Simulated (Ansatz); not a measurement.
# Group exchange: CH4 + Si3H6O2 → SiH3(CH3) + Si2H4O2

Species: CH4 (methane) `C`, singlet; Si3H6O2 `[SiH3]O[Si]O[SiH3]`, singlet; SiH3(CH3) (methylsilane), singlet; Si2H4O2 `O[Si]O[SiH3]`, singlet. The partners trade H for SiH3: C–H and O–SiH3 bonds give way to C–SiH3 and O–H.

Shapes, held fixed at every level: PBE0-D4/def2-TZVP. Flexible molecules stand in one conformer, not always the lowest. Programs: Ansatz 0.2.0. The zero-point and thermal change to 298 K, harmonic and unscaled (PBE0-D4/def2-TZVP), is -2.4 kJ/mol.

Task: Estimate ΔH(298 K) of this reaction.

Result: The highest level, CCSD(T)/CBS estimate, gives ΔH(298 K) = +99.6 kJ/mol; the levels span +81.4 to +108.5. The column of differences is taken from that level and isn't an error. No measured value is set beside it here. The CBS estimate extrapolates MP2 from def2-TZVPP and def2-QZVPP and adds CCSD(T) − MP2 in the triple-zeta set, cores frozen.

| level | kind | ΔH(298 K) (kJ/mol) | less CCSD(T)/CBS estimate |
| --- | --- | --- | --- |
| HF/def2-SVP | Hartree–Fock | +108.5 | +8.9 |
| SPW92/def2-TZVPP | LDA | +81.4 | -18.2 |
| PBE-D4/def2-TZVPP | GGA | +85.6 | -14.0 |
| B3LYP-D4/def2-TZVPP | global hybrid | +103.4 | +3.8 |
| PBE0-D4/def2-TZVPP | global hybrid | +90.3 | -9.3 |
| MP2/def2-SVP | perturbation theory | +97.0 | -2.6 |
| MP2/def2-TZVPP | perturbation theory | +101.1 | +1.5 |
| CCSD(T)/CBS estimate | coupled cluster or CI | +99.6 | 0.0 |
